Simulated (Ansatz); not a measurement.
Cost and result for the atomization energy of C₂H₁₃GeInSi₂Zn (`C[C]([SiH3])([ZnH])[GeH2][SiH2][InH2]`) (20 atoms, 19 bonds).

```xyz
20

C    -1.0867   -1.3849   -1.7942
C    -0.3384   -0.4927   -0.7807
Si    1.1920   -1.3299   -0.2128
Zn    0.1842    1.2570   -1.6182
Ge   -1.5331   -0.1072    0.7380
Si   -0.4360    1.3106    2.3256
In    1.8557    1.6405    1.2452
H    -0.4647   -1.6398   -2.6591
H    -1.4209   -2.3322   -1.3513
H    -1.9803   -0.8887   -2.1846
H     2.1839   -1.5666   -1.2980
H     1.0071   -2.6056    0.5387
H     1.9598   -0.4686    0.7929
H     0.0892    2.3688   -2.6971
H    -2.8019    0.5808    0.1839
H    -1.9857   -1.4393    1.3868
H    -1.1593    2.6075    2.4457
H    -0.3693    0.6874    3.6753
H     1.6241    1.9996   -0.5020
H     3.4803    1.8032    1.7659
```

Charge 0, multiplicity 1. For Zn the d shell is correlated and the shells below it are frozen. Correlated methods include outer-core shells of Ge, In, which these sets cover unevenly. Scalar relativity is left out up to krypton. In: def2 effective core potential. Geometry: relaxed with PBE0-D4/def2-TZVP. It is one conformer, not always the lowest. Program: Ansatz. All runs use 4 threads of an AMD EPYC 7R13 on a shared host and a share of an NVIDIA H100 80 GB. Times are those of one run each, without the atoms' runs, and a repeat can differ threefold. Electronic energies, without spin–orbit coupling; frozen cores. CCSD(T)/CBS adds CCSD(T) − MP2 in def2-TZVPP to the MP2 limit, and its time is that of the two runs behind it. T1 = 0.014. With those shells the extrapolation isn't a true limit. B3LYP takes the VWN-RPA correlation (the form of Gaussian; ORCA's B3LYP/G).

CCSD(T)/CBS is a level of theory with its own doubt, some kJ/mol a heavy atom from the limit and from the frozen cores, so smaller differences don't rank the functionals.

```csv
level,functions,wall time,atomization (kcal/mol),difference from CCSD(T)/CBS,per bond
LDA (SPW92)/def2-TZVPP,490,4.1 s,1561.6,169.8,8.9
BLYP-D4/def2-TZVPP,490,4.7 s,1355.4,-36.4,-1.9
revPBE-D4/def2-TZVPP,490,5 s,1356.8,-35.0,-1.8
r2SCAN-D4/def2-TZVPP (with forces),490,5.5 s,1393.5,1.7,0.1
PBE0-D4/def2-TZVPP,490,5.5 s,1379.7,-12.1,-0.6
CCSD(T)/def2-SVP,218,6 s,1308.7,-83.1,-4.4
PBE-QIDH/def2-TZVPP,490,7.5 s,1379.4,-12.4,-0.7
B3LYP-D4/def2-TZVPP (with forces),490,8 s,1374.3,-17.5,-0.9
ωB97X-V/def2-TZVPP,490,8.1 s,1398.8,7.0,0.4
B2PLYP/def2-TZVPP,490,9 s,1354.8,-37.0,-1.9
MP2/def2-QZVPP,915,17 s,1374.6,-17.2,-0.9
CCSD(T)/def2-TZVPP,490,71 s,1361.6,-30.2,-1.6
CCSD(T)/CBS(def2),–,88 s,1391.8,0.0,0.0
```

The D4 term adds +28.6 kcal/mol with B3LYP and +15.4 kcal/mol with PBE0; it sums over pairs of atoms, weighted by their polarisabilities, and B3LYP, whose exchange is more repulsive, gets the larger term. In def2-TZVPP, CCSD(T) changes the Hartree–Fock value by +342.8 kcal/mol (the triples alone add +18.8 kcal/mol) and MP2 by +338.0 kcal/mol; breaking electron pairs costs correlation energy, which Hartree–Fock lacks. At CCSD(T), def2-SVP lies −83.2 kcal/mol from the extrapolated value and def2-TZVPP −30.3 kcal/mol: correlation converges slowly with the basis, and small sets miss more of it in the bonded molecule than in its fragments.

Spin–orbit coupling would lower the free In atoms strongly, and the atomization energy with them, by more than many differences here. For some Ge, Se and Sn compounds the MP2-based and the directly extrapolated limit differ by 10 to 25 kJ/mol.
